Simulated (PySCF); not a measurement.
Isomers of C6H6F2O, one GFN2-xTB conformer each. Single-point energies are computed at PBE0/pcSseg-1 (PySCF, gas phase, no added dispersion term), electronic only.

| SMILES | GFN2-xTB relative energy (kJ/mol) |
| --- | --- |
| FC(F)C1=COC=CC1 | 0.0 |
| FC(F)OC1C=CC=C1 | 42.5 |

Conformers: `[F:1][CH:2]([F:3])[C:4]1=[CH:5][O:6][CH:7]=[CH:8][CH2:9]1` with F1–C2–C4–C5 -105°; `[F:1][CH:2]([F:3])[O:4][CH:5]1[CH:6]=[CH:7][CH:8]=[CH:9]1` with F1–C2–O4–C5 -170°, C2–O4–C5–C6 77°.

**Question.** What does PBE0/pcSseg-1 give for the same structures?

**Answer.** 
```json
{"SMILES": "FC(F)C1=COC=CC1", "PBE0/pcSseg-1 E (Eh)": "-506.52323", "PBE0/pcSseg-1 (kJ/mol)": "0.0", "GFN2-xTB (kJ/mol)": "0.0", "point group": "C1"}
{"SMILES": "FC(F)OC1C=CC=C1", "PBE0/pcSseg-1 E (Eh)": "-506.51539", "PBE0/pcSseg-1 (kJ/mol)": "20.6", "GFN2-xTB (kJ/mol)": "42.5", "point group": "C1"}
```

Both levels put the same isomer lowest. 

**Question.** Which frontier levels, dipoles and rotational constants go with these structures?

**Answer.** 
| SMILES | HOMO (eV, PBE0/pcSseg-1) | LUMO (eV) | dipole (D) | A, B, C (MHz) |
| --- | --- | --- | --- | --- |
| FC(F)C1=COC=CC1 | -6.59 | -0.44 | 2.54 | 3446, 1114, 911.6 |
| FC(F)OC1C=CC=C1 | -6.96 | -1.46 | 3.15 | 4401, 882.2, 852.6 |

**Question.** As an exercise, what shares would exp(−E/RT) give at 2000 K from these electronic energies alone (no entropy, no degeneracies)?

**Answer.** RT = 16.629 kJ/mol: FC(F)C1=COC=CC1 77.5 %, FC(F)OC1C=CC=C1 22.5 %.
